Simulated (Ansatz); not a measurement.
A trace of molecular dynamics of Cl₃FH₂HfS (8 atoms, charge 0, multiplicity 1).

Theory: RKS B3LYP-D4/def2-SVP (Ansatz 0.2.0).

```
ensemble                      : NVE (velocity Verlet)
starting velocities drawn for : 100 K
seed                          : 9810
```

```tsv
time (fs)	T (K)	potential energy less start (eV)	conserved less start (meV/atom)
0	100	0.000	0.00
4	88	0.009	0.01
8	79	0.016	0.01
12	72	0.022	0.00
16	53	0.036	0.01
20	48	0.040	0.00
24	37	0.049	0.00
28	29	0.055	0.01
32	42	0.045	0.00
36	49	0.040	0.01
40	52	0.037	0.01
44	69	0.024	0.00
48	75	0.019	0.01
52	91	0.007	0.01
56	100	0.000	0.00
60	100	0.000	0.01
64	106	-0.004	0.00
68	109	-0.007	0.01
72	107	-0.005	0.01
76	107	-0.005	0.00
80	98	0.001	0.01
84	97	0.003	0.01
88	102	-0.001	0.00
92	95	0.004	0.01
96	99	0.001	0.01
100	107	-0.005	0.00
```

Question: Is this trajectory sound?

Answer: The conserved energy stayed within 0.017 meV per atom of its start (net change -0.0041 meV per atom), so the integration is sound. A run of 0.1 ps of so small a system gives no equilibrium averages. The orbitals stay closed-shell, which can raise the energy where a bond breaks towards radicals; this wasn't checked here. The time step was 0.5 fs.

Time of the run: 7.9 min on 4 threads of Intel(R) Xeon(R) Platinum 8488C (Sapphire Rapids), with other jobs on the host, peak memory 0.39 GiB.
